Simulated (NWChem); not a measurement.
System: HSF₂ cation; SMILES [SH+](F)F

Input file for NWChem:

```
start job
memory heap 200 mb stack 900 mb global 1100 mb
charge 1
geometry units angstroms noautoz
  F     -0.489097    -0.022044    -1.202940
  S      0.482723    -0.031668     0.000000
  F     -0.489097    -0.022044     1.202940
  H      0.742362     1.322973     0.000000
end
basis spherical
  * library def2-svp
end
dft
  xc b3lyp
  iterations 150
end
tddft
  cis
  nroots 6
end
task tddft energy
```

Excerpt of the output:

```
             Northwest Computational Chemistry Package (NWChem) 7.3.0
             --------------------------------------------------------

 CS  symmetry detected

                             Geometry "geometry" -> ""
                             -------------------------

 Output coordinates in angstroms (scale by  1.889725989 to convert to a.u.)

  No.       Tag          Charge          X              Y              Z
 ---- ---------------- ---------- -------------- -------------- --------------
    1 F                    9.0000    -0.48061446    -0.00594667     1.20294000
    2 S                   16.0000     0.48898138    -0.07235932     0.00000000
    3 F                    9.0000    -0.48061446    -0.00594667    -1.20294000
    4 H                    1.0000     0.82735832     1.26478903     0.00000000

 Effective nuclear repulsion energy (a.u.)     126.8632086253

      Symmetry information
      --------------------

 Group name             Cs
 Group number              2
 Group order               2
 No. of unique centers     3

                                 NWChem DFT Module
                                 -----------------

 Summary of "ao basis" -> "ao basis" (spherical)
 ------------------------------------------------------------------------------
       Tag                 Description            Shells   Functions and Types
 ---------------- ------------------------------  ------  ---------------------
 F                          def2-svp                 6       14   3s2p1d
 S                          def2-svp                 8       18   4s3p1d
 H                          def2-svp                 3        5   2s1p

      Symmetry analysis of basis
      --------------------------

        a'         31
        a"         20

            General Information
            -------------------
          SCF calculation type: DFT
          Wavefunction type:  closed shell.
          No. of atoms     :     4
          No. of electrons :    34
           Alpha electrons :    17
            Beta electrons :    17
          Charge           :     1
          Spin multiplicity:     1
          Use of symmetry is: off; symmetry adaption is: on
          Maximum number of iterations: 150
          AO basis - number of functions:    51
                     number of shells:    23
          Convergence on energy requested:  1.00D-06
          Convergence on density requested:  1.00D-05
          Convergence on gradient requested:  5.00D-04

              XC Information
              --------------
                         B3LYP Method XC Potential
                     Hartree-Fock (Exact) Exchange  0.200
                        Slater Exchange Functional  0.800 local
                    Becke 1988 Exchange Functional  0.720 non-local
              Lee-Yang-Parr Correlation Functional  0.810
                  VWN I RPA Correlation Functional  0.190 local

             Grid Information
             ----------------
          Grid used for XC integration:  medium
          Radial quadrature: Mura-Knowles
          Angular quadrature: Lebedev.
          Tag              B.-S. Rad. Rad. Pts. Rad. Cut. Ang. Pts.
          ---              ---------- --------- --------- ---------
          F                   0.50       49           7.0       434
          S                   1.00       88           6.0       590
          H                   0.35       45           6.0       434
          Grid pruning is: on
          Number of quadrature shells:   231
          Spatial weights used:  Erf1

      Superposition of Atomic Density Guess
      -------------------------------------

 Sum of atomic energies:        -596.43162019

 Renormalizing density from      35.00 to     34

      Non-variational initial energy
      ------------------------------

 Total energy =    -586.374797
 1-e energy   =   -1050.039800
 2-e energy   =     336.801795
 HOMO         =      -0.753712
 LUMO         =      -0.388038

      Symmetry analysis of molecular orbitals - initial
      -------------------------------------------------

  Numbering of irreducible representations:

     1 a'          2 a"

  Orbital symmetries:

     1 a'          2 a'          3 a"          4 a'          5 a"
     6 a'          7 a'          8 a'          9 a"         10 a'
    11 a"         12 a'         13 a'         14 a"         15 a"
    16 a'         17 a'         18 a"         19 a'         20 a'
    21 a'         22 a'         23 a'         24 a"         25 a"
    26 a'         27 a'

   convergence    iter        energy       DeltaE   RMS-Dens  Diis-err
 ---------------- ----- ----------------- --------- --------- ---------
 d= 0,ls=0.0,diis     1   -597.6371146350 -7.25D+02  3.22D-02  1.88D+00
 d= 0,ls=0.0,diis     2   -597.3530956440  2.84D-01  2.15D-02  5.05D+00
 d= 0,ls=0.0,diis     3   -597.7867145838 -4.34D-01  2.60D-03  4.34D-02
 d= 0,ls=0.0,diis     4   -597.7904750991 -3.76D-03  7.52D-04  1.09D-03
 d= 0,ls=0.0,diis     5   -597.7906340717 -1.59D-04  1.47D-04  7.91D-05
  Resetting Diis
 d= 0,ls=0.0,diis     6   -597.7906447404 -1.07D-05  1.61D-05  8.89D-07
 d= 0,ls=0.0,diis     7   -597.7906448439 -1.04D-07  2.85D-06  1.67D-08

         Total DFT energy =     -597.790644843869
      One electron energy =    -1068.790627025360
           Coulomb energy =      390.811858109021
    Exchange-Corr. energy =      -46.675084552784
 Nuclear repulsion energy =      126.863208625254

 Numeric. integr. density =       33.999996457411

                  Occupations of the irreducible representations
                  ----------------------------------------------

                     irrep           alpha         beta
                     --------     --------     --------
                     a'               11.0         11.0
                     a"                6.0          6.0

                       DFT Final Molecular Orbital Analysis
                       ------------------------------------

[...]

                                NWChem TDDFT Module
                                -------------------

            General Information
            -------------------
           No. of orbitals :     102
            Alpha orbitals :      51
             Beta orbitals :      51
        Alpha frozen cores :       0
         Beta frozen cores :       0
     Alpha frozen virtuals :       0
      Beta frozen virtuals :       0
         Spin multiplicity :       1
    Number of AO functions :      51
        Use of symmetry is : off
      Symmetry adaption is : on
         Schwarz screening :  0.10D-07

              XC Information
              --------------
                  B3LYP Method XC Potential
              Hartree-Fock (Exact) Exchange   0.20
                 Slater Exchange Functional   0.80 local
             Becke 1988 Exchange Functional   0.72 non-local
       Lee-Yang-Parr Correlation Functional   0.81
           VWN I RPA Correlation Functional   0.19 local

             TDDFT Information
             -----------------
          Calculation type : Tamm-Dancoff TDDFT
         Wavefunction type : Restricted singlets & triplets
          No. of electrons :      34
           Alpha electrons :      17
            Beta electrons :      17
              No. of roots :       6
          Max subspacesize :    5200
            Max iterations :     100
               Target root :       1
           Target symmetry : none
      Symmetry restriction : off
                 Algorithm : Optimal
        Davidson threshold :  0.10D-03

    6 smallest eigenvalue differences (eV)
--------------------------------------------------------
  No. Spin  Occ  Vir  Irrep   E(Occ)    E(Vir)   E(Diff)
--------------------------------------------------------
    1    1   17   18 a"       -0.650    -0.351     8.145
    2    1   17   19 a'       -0.650    -0.336     8.543
    3    1   16   18 a'       -0.743    -0.351    10.678
    4    1   15   18 a"       -0.753    -0.351    10.948
    5    1   17   20 a'       -0.650    -0.245    11.035
    6    1   16   19 a"       -0.743    -0.336    11.076
--------------------------------------------------------

  Entering Davidson iterations
  Restricted singlet excited states

  Iter   NTrls   NConv    DeltaV     DeltaE      Time
  ----  ------  ------  ---------  ---------  ---------
    1      6       0     0.32E+00   0.10+100        0.8
    2     12       0     0.71E-01   0.82E-01        0.8
    3     18       0     0.83E-01   0.39E-01        0.8
    4     24       0     0.36E-01   0.18E-01        0.8
    5     30       3     0.11E-01   0.26E-02        0.8
    6     33       4     0.15E-02   0.14E-03        0.6
    7     35       5     0.22E-03   0.17E-05        0.5
    8     36       6     0.63E-04   0.32E-07        0.4
  ----  ------  ------  ---------  ---------  ---------
  Convergence criterion met

  Ground state a'       -597.790644843869 a.u.

  ----------------------------------------------------------------------------
  Root   1 singlet a"             0.249571354 a.u.                6.7912 eV
  ----------------------------------------------------------------------------
     Transition Moments    X -0.00000   Y -0.00000   Z  0.32158
     Dipole Oscillator Strength                    0.0172063404
     Electric Quadrupole                           0.0000000383
     Magnetic Dipole                               0.0000021995
     Total Oscillator Strength                     0.0172085782

     Occ.   13  a'  ---  Virt.   18  a"       0.05272
     Occ.   15  a'  ---  Virt.   18  a"       0.14023
     Occ.   16  a"  ---  Virt.   19  a'       0.06838
     Occ.   17  a'  ---  Virt.   18  a"       0.98284
  ----------------------------------------------------------------------------
  Root   2 singlet a'             0.272567348 a.u.                7.4169 eV
  ----------------------------------------------------------------------------
     Transition Moments    X  0.32045   Y  0.34702   Z -0.00000
     Dipole Oscillator Strength                    0.0405422161
     Electric Quadrupole                           0.0000000392
     Magnetic Dipole                               0.0000024792
     Total Oscillator Strength                     0.0405447345

     Occ.   12  a"  ---  Virt.   18  a"      -0.05392
     Occ.   13  a'  ---  Virt.   19  a'       0.10922
     Occ.   14  a"  ---  Virt.   18  a"      -0.08368
     Occ.   15  a'  ---  Virt.   19  a'       0.07866
     Occ.   16  a"  ---  Virt.   18  a"      -0.06396
     Occ.   17  a'  ---  Virt.   19  a'       0.95996
     Occ.   17  a'  ---  Virt.   20  a'       0.18878
  ----------------------------------------------------------------------------
  Root   3 singlet a'             0.334059232 a.u.                9.0902 eV
  ----------------------------------------------------------------------------
     Transition Moments    X -0.20677   Y  0.06713   Z -0.00000
     Dipole Oscillator Strength                    0.0105254570
     Electric Quadrupole                           0.0000000048
     Magnetic Dipole                               0.0000000000
     Total Oscillator Strength                     0.0105254619

     Occ.   11  a'  ---  Virt.   19  a'       0.06698
     Occ.   12  a"  ---  Virt.   18  a"       0.08459
     Occ.   13  a'  ---  Virt.   19  a'      -0.08574
     Occ.   14  a"  ---  Virt.   18  a"       0.05366
     Occ.   16  a"  ---  Virt.   18  a"      -0.98325
     Occ.   17  a'  ---  Virt.   20  a'      -0.07253
  ----------------------------------------------------------------------------
  Root   4 singlet a"             0.341132535 a.u.                9.2827 eV
  ----------------------------------------------------------------------------
     Transition Moments    X -0.00000   Y  0.00000   Z -0.07911
     Dipole Oscillator Strength                    0.0014233469
     Electric Quadrupole                           0.0000000070
     Magnetic Dipole                               0.0000008751
     Total Oscillator Strength                     0.0014242291

     Occ.   13  a'  ---  Virt.   18  a"      -0.07343
     Occ.   15  a'  ---  Virt.   18  a"       0.65264
     Occ.   16  a"  ---  Virt.   19  a'      -0.74651
     Occ.   16  a"  ---  Virt.   20  a'      -0.07658
  ----------------------------------------------------------------------------
  Root   5 singlet a'             0.347583445 a.u.                9.4582 eV
  ----------------------------------------------------------------------------
     Transition Moments    X  0.07328   Y  0.14428   Z -0.00000
     Dipole Oscillator Strength                    0.0060681178
     Electric Quadrupole                           0.0000000028
     Magnetic Dipole                               0.0000002247
     Total Oscillator Strength                     0.0060683454

     Occ.   14  a"  ---  Virt.   18  a"       0.99018
     Occ.   15  a'  ---  Virt.   19  a'      -0.07211
     Occ.   17  a'  ---  Virt.   19  a'       0.07849
  ----------------------------------------------------------------------------
  Root   6 singlet a"             0.356958346 a.u.                9.7133 eV
  ----------------------------------------------------------------------------
     Transition Moments    X  0.00000   Y  0.00000   Z -0.10308
     Dipole Oscillator Strength                    0.0025285208
     Electric Quadrupole                           0.0000000335
     Magnetic Dipole                               0.0000001669
     Total Oscillator Strength                     0.0025287212

     Occ.   14  a"  ---  Virt.   19  a'      -0.95399
     Occ.   14  a"  ---  Virt.   20  a'      -0.07316
     Occ.   15  a'  ---  Virt.   18  a"       0.18352
     Occ.   16  a"  ---  Virt.   19  a'       0.21379
     Occ.   17  a'  ---  Virt.   18  a"      -0.05298

              Target root =      1
          Target symmetry = none
      Ground state energy =   -597.790644843869
        Excitation energy =      0.249571354137
     Excited state energy =   -597.541073489733

  stored tddft:energy   -597.54107348973264

    6 smallest eigenvalue differences (eV)
--------------------------------------------------------
  No. Spin  Occ  Vir  Irrep   E(Occ)    E(Vir)   E(Diff)
--------------------------------------------------------
    1    1   17   18 a"       -0.650    -0.351     8.145
    2    1   17   19 a'       -0.650    -0.336     8.543
    3    1   16   18 a'       -0.743    -0.351    10.678
    4    1   15   18 a"       -0.753    -0.351    10.948
    5    1   17   20 a'       -0.650    -0.245    11.035
    6    1   16   19 a"       -0.743    -0.336    11.076
--------------------------------------------------------

  Entering Davidson iterations
  Restricted triplet excited states

  Iter   NTrls   NConv    DeltaV     DeltaE      Time
  ----  ------  ------  ---------  ---------  ---------
    1      6       0     0.60E-01   0.10+100        0.7
    2     12       0     0.18E-01   0.89E-02        0.7
    3     18       0     0.12E-01   0.20E-02        0.7
    4     24       1     0.86E-02   0.81E-03        0.7
    5     29       2     0.11E-02   0.92E-04        0.7
    6     33       5     0.16E-03   0.13E-05        0.6
    7     34       6     0.43E-04   0.20E-07        0.4
  ----  ------  ------  ---------  ---------  ---------
  Convergence criterion met

  Ground state a'       -597.790644843869 a.u.

[...]
```

Level: B3LYP/def2-SVP, TDA. The geometry was optimised at PBE0/def2-SVP.
